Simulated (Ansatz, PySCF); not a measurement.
Si(Cl)2(OH)(SH) (Cl2H2OSSi), SMILES O[Si](S)(Cl)Cl. Atoms are numbered in the order given.

```xyz
7

O      0.6276    -1.4521    -1.1589
Si     0.1604    -0.2457    -0.1477
S      1.7399     1.1354     0.0560
Cl    -1.5646     0.5894    -0.9013
Cl    -0.2583    -0.9286     1.7372
H     -0.0666    -2.0101    -1.5263
H      1.8842     1.2731    -1.2818
```

Geometry optimised at PBE0-D3(BJ)/def2-SVP. The structure was generated by enumeration, and PubChem lists no compound with its InChIKey, so it may never have been made. The values are those of a single conformer.

Two levels are set side by side: PBE-D3(BJ)/def2-SVP (Ansatz, an electronic-structure program) and PBE0-D3(BJ)/def2-SVP (Ansatz). Each level has its own optimised geometry; the coordinates shown are those of the second. Frequencies come from the Hessian of PySCF at each geometry. Differences are taken from unrounded values.

```csv
quantity,PBE0-D3(BJ),PBE-D3(BJ),PBE-D3(BJ) minus PBE0-D3(BJ)
mean bond length (Å),1.696,1.711,0.015
bond O1–Si2 (Å),1.642,1.661,0.019
bond Si2–S3 (Å),2.108,2.124,0.016
bond Si2–Cl4 (Å),2.059,2.077,0.018
bond Si2–Cl5 (Å),2.048,2.065,0.017
bond O1–H6 (Å),0.964,0.975,0.012
bond S3–H7 (Å),1.353,1.364,0.012
highest harmonic wavenumber (cm⁻¹),3911,3740,-171
mean harmonic wavenumber (cm⁻¹),817,786,-31
zero-point energy (kcal/mol),17.51,16.85,-0.66
```

Exact exchange shortens and stiffens bonds; PBE has none. Differences between two approximate levels are no errors against the true value.
